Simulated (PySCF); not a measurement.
Vertical excitations of a molecule C₄H₅FSi from TDDFT-PBE/def2-SVPD (PySCF), as energy in eV (oscillator strength): 5.04 (0.000), 5.05 (0.390), 5.34 (0.000), 5.94 (0.003), 6.07 (0.020), 6.22 (0.000), 6.50 (0.003), 6.53 (0.032), 6.72 (0.001), 6.88 (0.004). Lowest triplet (TDA): 3.22 eV. Geometry: B3LYP-D3(BJ)/def2-SVP. Other conformers were not sampled.

Identify the compound among the candidates.
(A) C=C(F)C#C[SiH3]
(B) C#C/C(F)=C/[SiH3]
(C) C#C/C=C(/F)[SiH3]
(D) FC1=C[SiH2]C=C1

B, C#C/C(F)=C/[SiH3]
